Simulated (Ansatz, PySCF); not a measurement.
This PySCF input computes a B3LYP/def2-TZVPD energy:

```python
from pyscf import gto, scf, dft

mol = gto.M(
    atom='''
    C    -1.30140524   -1.18480293    0.04320733
    I     0.21068024    0.19180387   -0.00699469
    H    -1.68009966   -1.49242257    1.00329335
    H    -1.67752164   -1.56436514   -0.89181858
    ''',
    basis='def2-tzvpd',
    ecp='def2-tzvp',
    charge=0,
    spin=1,
    verbose=4,
)

mf = dft.UKS(mol, xc='b3lyp').density_fit(auxbasis='def2-universal-jkfit')
mf.grids.level = 3
mf.conv_tol = 1e-9
mf.max_cycle = 100
mf.max_memory = 1500
mf.kernel()
if not mf.converged:
    mf = mf.newton()
    mf.kernel(mf.make_rdm1())
for _ in range(2):
    mo, _, stable, _ = mf.stability(return_status=True)
    if stable:
        break
    mf.kernel(mf.make_rdm1(mo, mf.mo_occ))
mf.analyze()
```

Problem. Write an input for the same energy in Ansatz (an electronic-structure program) and say what it gives.

Solution. 
Ansatz 0.2 input:
```yaml
crystal:
  periodic: [false, false, false]
  atoms:
    - {symbol: C, position_ang: [-1.30140524, -1.18480293, 0.04320733]}
    - {symbol: I, position_ang: [0.21068024, 0.19180387, -0.00699469]}
    - {symbol: H, position_ang: [-1.68009966, -1.49242257, 1.00329335]}
    - {symbol: H, position_ang: [-1.67752164, -1.56436514, -0.89181858]}
basis:
  gaussian:
    orbitals: def2-TZVPD
hamiltonian:
  xc: {name: B3LYP}
magnetization: {spin_polarized: true, initial_magnetization: 1}
output: {forces: true}
```
It gives -337.06286 Eh, and PySCF -337.06289 Eh, a difference of 0.03 mEh, from the treatment of integrals and grids.

It need not be the lowest isomer of its formula.
